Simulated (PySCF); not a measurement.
Radial density of Cu²⁺ (copper, charge +2)

revPBE, [Ar] 3d8 4p1, one real determinant (an excited configuration). Computed with PySCF 2.14 in aug-cc-pwCVTZ-DK with one added diffuse shell each of s, p, d, f, g type (11s10p8d5f4g, 152 functions), with the spin-free X2C one-electron Hamiltonian (Gaussian nucleus).

| r (bohr) | 4πr²ρ (e/bohr) | 4πr²(ρα − ρβ) |
| --- | --- | --- |
| 0.000925 | 0.2726 | 0.0000 |
| 0.00156 | 0.6806 | 0.0000 |
| 0.00262 | 1.663 | 0.0000 |
| 0.00440 | 3.918 | 0.0000 |
| 0.00740 | 8.695 | 0.0000 |
| 0.0125 | 17.34 | -0.0001 |
| 0.0209 | 28.78 | 0.0001 |
| 0.0352 | 35.37 | 0.0020 |
| 0.0593 | 30.26 | 0.0118 |
| 0.0997 | 30.40 | 0.0489 |
| 0.168 | 40.26 | 0.2206 |
| 0.282 | 23.58 | 0.9548 |
| 0.474 | 20.05 | 2.2283 |
| 0.798 | 17.71 | 1.9349 |
| 1.34 | 4.129 | 0.7849 |
| 2.26 | 0.7784 | 0.5390 |
| 3.80 | 0.1564 | 0.1528 |
| 6.39 | 0.002075 | 0.0021 |

Densities and radii are taken from the X2C orbitals without a picture-change correction, which distorts them close to the nucleus.

⟨L²⟩ = 14.01 against 20 for a pure G term, so this real determinant mixes terms.
